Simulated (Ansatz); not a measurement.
Geometry optimisation, UHF/6-31G* (Ansatz 0.2.0).

The input (input.yaml):

```yaml
crystal:
  periodic: [false, false, false]
  atoms:
    - { symbol: S, position_ang: [-1.1147, 0.321, -2.4671] }
    - { symbol: B, position_ang: [-1.0892, -0.4867, -0.7987] }
    - { symbol: O, position_ang: [-0.0415, -1.4561, -0.567] }
    - { symbol: C, position_ang: [0.9629, -0.7486, 0.2652] }
    - { symbol: Si, position_ang: [-0.1346, 0.497, 1.1473] }
    - { symbol: O, position_ang: [-1.616, 0.2371, 0.3664] }
    - { symbol: H, position_ang: [-0.0606, 1.2179, -2.1567] }
    - { symbol: H, position_ang: [1.715, -0.2512, -0.3507] }
    - { symbol: H, position_ang: [1.3581, -1.4398, 1.0378] }
    - { symbol: H, position_ang: [0.3486, 1.8701, 0.9283] }
    - { symbol: H, position_ang: [-0.2627, 0.1824, 2.6158] }
magnetization:
  spin_polarized: true
basis:
  gaussian: { orbitals: "6-31G*" }
hamiltonian:
  xc: hf
relax:
  f_tol: 0.02
  max_steps: 50
```

Command:

```bash
$ ansatz run input.yaml --threads 2 --pin off --max-ram 3072MiB --backend cpu --events-out ev --progress --plain --runs-dir out
```

Problem. Where does it end, and by what steps?

Solution. The run converged. After 16 steps the energy has fallen by 2.253 eV; H7 moved furthest, 2.07 Å.

```
step  energy less start (eV)  largest force component (eV/Å)  accepted
   0                  0.0000                           2.719       yes
   1                 -0.8327                           2.123       yes
   2                 -1.1807                           1.053       yes
   3                 -1.4099                           0.497       yes
   4                 -1.5960                           0.315       yes
   5                 -1.7304                           0.263       yes
   6                 -1.8153                           0.190       yes
   7                 -1.8680                           0.200       yes
   8                 -1.9263                           0.336       yes
   9                 -1.9991                           0.840       yes
  10                 -2.1163                           0.458       yes
  11                 -2.1970                           0.360       yes
  12                 -2.2409                           0.163       yes
  13                 -2.2380                           0.686        no
  14                 -2.2505                           0.055       yes
  15                 -2.2509                           0.084       yes
  16                 -2.2531                           0.004       yes
```

```xyz
11
Properties=species:S:1:pos:R:3
S -1.673 0.447 -2.464
B -0.703 0.221 -0.933
O 0.408 -0.554 -0.901
C 1.056 -0.634 0.374
Si -0.053 0.472 1.472
O -1.088 0.835 0.221
H -0.922 -0.318 -3.245
H 2.075 -0.285 0.261
H 1.094 -1.675 0.672
H 0.609 1.671 2.002
H -0.738 -0.237 2.562
```

The run took 29 s on 2 threads of Intel(R) Xeon(R) 6975P-C (Granite Rapids), on a shared host, peak memory 0.33 GiB.
